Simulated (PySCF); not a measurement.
# Bond lengths and vibrations by method: CH3O2Si anion

Calculated results; nothing here was measured. The program is PySCF 2.14.0, an open-source quantum chemistry code, run on an isolated molecule that a program drew, which may never have been made. The molecule is CH3O2Si anion (charge -1, singlet), drawn as the SMILES string `[O-][SiH]=CO`.

The geometry was optimised and harmonic frequencies were computed with HF and MP2, all in the aug-cc-pV(D+d)Z basis, for the commonest isotopes, with a restricted reference for singlets and an unrestricted one otherwise, and a frozen core in MP2. Each result is a local minimum of its method.

Geometry at the HF minimum:
```xyz
7
CH3O2Si anion, angstrom
O     0.6066    1.1403    2.6168
Si    0.7076    1.0590    1.0816
C     1.3204    2.1555   -0.1118
O     1.2563    1.8761   -1.5118
H     0.2057   -0.1962    0.4346
H     1.7127    3.1452    0.1046
H     2.0747    1.4916   -1.7673
```

Lengths of the bonds as drawn, in Å (atoms numbered as above):
```
bond,HF,MP2
O1-Si2,1.541,1.588
Si2-C3,1.733,1.761
C3-O4,1.429,1.459
Si2-H5,1.499,1.506
C3-H6,1.086,1.100
O4-H7,0.940,0.965
```

Rotational constants, in GHz:
| constant | HF | MP2 |
|---|---|---|
| A | 37.41 | 35.94 |
| B | 2.947 | 2.842 |
| C | 2.754 | 2.656 |

Harmonic frequencies in cm^-1, each column in rising order, so a row needn't be the same motion in every method:
| rank | HF | MP2 |
|---|---|---|
| 1 | 219 | 189 |
| 2 | 227 | 204 |
| 3 | 321 | 271 |
| 4 | 428 | 384 |
| 5 | 532 | 412 |
| 6 | 731 | 654 |
| 7 | 858 | 784 |
| 8 | 938 | 866 |
| 9 | 1124 | 998 |
| 10 | 1217 | 1091 |
| 11 | 1326 | 1209 |
| 12 | 1419 | 1293 |
| 13 | 2194 | ? |
| 14 | 3254 | 3139 |
| 15 | 4173 | 3818 |

**Estimate the missing MP2 frequency from the HF column.**

A single factor s that minimises the squared misfit of MP2 against s times HF over the other rows is sum(HF x MP2) / sum(HF^2) = 0.9255, with an rms misfit of 46 cm^-1. For rank 13 it gives 0.9255 x 2194 = 2031 cm^-1. The calculation gives 2137 cm^-1, 106 cm^-1 above the estimate. The drawn bonds are on average 1.9 % longer in MP2 than in HF.
